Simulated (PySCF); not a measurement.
Computed with PBE-D3(BJ)/def2-TZVP (PySCF). Isolated molecules, 0 K electronic values unless said otherwise. One relaxed conformer stands for a flexible species; it need not be the lowest. Excitations are Tamm–Dancoff values on a coarser integration grid. The basis has no diffuse functions, so Rydberg states are missing or too high.

Reference species (SMILES): `B/C=C/C` (neutral, multiplicity 1).

```json
{
  "LUMO": "-2.79 eV",
  "S1 excitation (TDA)": "4.80 eV"
}
```

Changed species: `C(CB)=C`.

Problem. What does the change do to the LUMO and S1 excitation (TDA)?

Solution. the LUMO increases by 0.44 eV, to -2.35 eV; the S1 excitation (TDA) falls by 0.93 eV, to 3.87 eV.
